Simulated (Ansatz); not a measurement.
Input file for Ansatz (a first-principles code): R-PBE0/def2-TZVPP on BrHSe2 (SMILES [SeH][Se]Br), a point of a torsion scan.

Ansatz 0.2 input:
```yaml
crystal:
  periodic: [false, false, false]
  atoms:
    - {symbol: Se, position_ang: [-1.35109621, 0.55550684, 0.55156422]}
    - {symbol: Se, position_ang: [0.76085273, 0.93652897, -0.37848581]}
    - {symbol: Br, position_ang: [1.83738911, 1.95373016, 1.37609518]}
    - {symbol: H, position_ang: [-1.54682849, -0.63198383, -0.25926010]}
basis:
  gaussian:
    orbitals: def2-TZVPP
hamiltonian:
  xc: {name: PBE0}
scf: {lower_state_search: off}
```

Task: Give the final energy of this run.

Result: -7377.0164 hartree.
